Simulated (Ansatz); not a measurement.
Reactions of `CN=C(C)O`.

Calculated with Ansatz (gas phase, PBE0-D4/def2-TZVP geometries, no zero-point term in ΔE). CCSD(T)/CBS is the MP2 limit (def2-TZVPP, def2-QZVPP) plus CCSD(T) − MP2 in def2-TZVPP, frozen cores. This one scheme is used for every species. Double bonds are as drawn, so ΔE can hold a change between cis and trans. Triplets are unrestricted, without spin–orbit coupling. Elements past krypton have def2 core potentials. For In outer-core shells are correlated without core-valence functions, which leaves a few kJ/mol of doubt a bond. Each species was taken in one conformer, which may not be the lowest.

| reaction | HF/CBS(def2) (eV) | CCSD(T)/CBS(def2) (eV) |
| --- | --- | --- |
| `C/N=C(\C)O` → `C/C=C(\N)O` | 0.31 | 0.24 |
| `C/N=C(\C)O` + HCl → `C/N=C(/O)Cl` + CH₄ | 0.29 | 0.22 |
| `C/N=C(\C)O` + `C[NH][AlH2]` → `CC1=[N+](C)[AlH2-][N]1C` + H₂O | -0.98 | -1.18 |
| `C/N=C(\C)O` + `[NH2][In]([Cl])[Cl]` → `C[NH][In]([Cl])[Cl]` + `CC(=N)O` | 0.03 | 0.09 |
| `C/N=C(\C)O` → `C=C(O)NC` | 0.43 | 0.46 |
| `C/N=C(\C)O` → `[CH2]` (triplet) + `CC(=N)O` | 2.61 | 4.17 |
| `C/N=C(\C)O` → `[CH2]` (triplet) + `C/N=C/O` | 3.12 | 4.69 |
| `C/N=C(\C)O` + HCl → `C/N=C(/C)Cl` + H₂O | 0.29 | 0.06 |
| `C/N=C(\C)O` + H₂O → `CN=C(O)O` + CH₄ | -0.14 | 0.07 |
| `C/N=C(\C)O` → `CNC(C)=O` | -0.69 | -0.56 |

Largest T1 diagnostic: 0.014, for `CNC(C)=O`.
